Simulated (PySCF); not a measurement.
H2S2Sn, SMILES [SH][Sn][SH] (connectivity only; charge and spin as stated), neutral, multiplicity 1. Heavy atoms are numbered as in [Sn:1]([SH:2])[SH:4]. Hydrogens are named by the atom that carries them.

The structure is a stationary point at B3LYP-D3(BJ)/def2-SVP. The def2 effective core potentials stand for the cores of Sn; spin–orbit coupling is left out. One conformer was computed; it need not be the lowest.

These are CAM-B3LYP/def2-TZVPD (PySCF) values and carry that method's errors.

Mulliken values depend strongly on the basis, most of all with diffuse functions as here. ESP charges are fitted to the potential on shells at 1.4 to 2.0 van der Waals radii. Atomic charges (e), one atom of each kind:

| atom | Mulliken | ESP fit |
|---|---|---|
| Sn1 | 0.71 | 0.25 |
| S2 (SH) | -0.50 | -0.27 |
| H on S2 | 0.15 | 0.14 |
